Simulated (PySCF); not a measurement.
PySCF 2.14 output of an unrestricted B2PLYP calculation on a single atom or ion in def2-QZVPPD, with no relativity, point nucleus:

```
SCF conv_tol = 1e-09
number electrons alpha = 16  beta = 12
    A. D. Becke.,  Phys. Rev. A 38, 3098 (1988)
    C. Lee, W. Yang, and R. G. Parr.,  Phys. Rev. B 37, 785 (1988)
    B. Miehlich, A. Savin, H. Stoll, and H. Preuss.,  Chem. Phys. Lett. 157, 200 (1989)
cycle= 1 E= -1507.63038101873  delta_E= -0.0124  |g|= 0.0406  |ddm|= 0.159
cycle= 2 E= -1507.64262777091  delta_E= -0.0122  |g|= 0.0825  |ddm|= 0.186
cycle= 3 E= -1507.65069979103  delta_E= -0.00807  |g|= 0.0889  |ddm|= 0.0804
cycle= 4 E= -1507.63169157295  delta_E= 0.019  |g|= 0.0547  |ddm|= 0.238
cycle= 5 E= -1507.62697823084  delta_E= 0.00471  |g|= 0.0684  |ddm|= 0.183
cycle= 6 E= -1507.62618745946  delta_E= 0.000791  |g|= 0.0907  |ddm|= 0.031
cycle= 7 E= -1507.62801797545  delta_E= -0.00183  |g|= 0.00451  |ddm|= 0.0817
cycle= 8 E= -1507.62805786732  delta_E= -3.99e-05  |g|= 0.00838  |ddm|= 0.0165
cycle= 9 E= -1507.62820161428  delta_E= -0.000144  |g|= 0.00857  |ddm|= 0.0345
cycle= 10 E= -1507.62817473641  delta_E= 2.69e-05  |g|= 0.00116  |ddm|= 0.0255
cycle= 11 E= -1507.62817704002  delta_E= -2.3e-06  |g|= 0.00148  |ddm|= 0.00551
cycle= 12 E= -1507.62817747619  delta_E= -4.36e-07  |g|= 0.000159  |ddm|= 0.00102
cycle= 13 E= -1507.62817746075  delta_E= 1.54e-08  |g|= 2.19e-05  |ddm|= 0.000485
cycle= 14 E= -1507.62817746091  delta_E= -1.64e-10  |g|= 1.33e-06  |ddm|= 4.04e-05
converged SCF energy = -1507.62817746091  <S^2> = 6.0074747  2S+1 = 5.002989
```

The run itself started from symmetry-adapted Hartree-Fock orbitals and held the occupation by maximum overlap, on a logarithmic radial grid, so the iterations belong to that start.

Question: Which element, charge and spin multiplicity is this?

Answer: Ni (nickel, neutral), multiplicity 5; the state was [Ar] 3d7 4s2 4p1, one real determinant (an excited configuration). The SCF energy lacks the PT2 part of the double hybrid.

⟨L²⟩ = 13.97 against 20 for a pure G term, so this real determinant mixes terms.
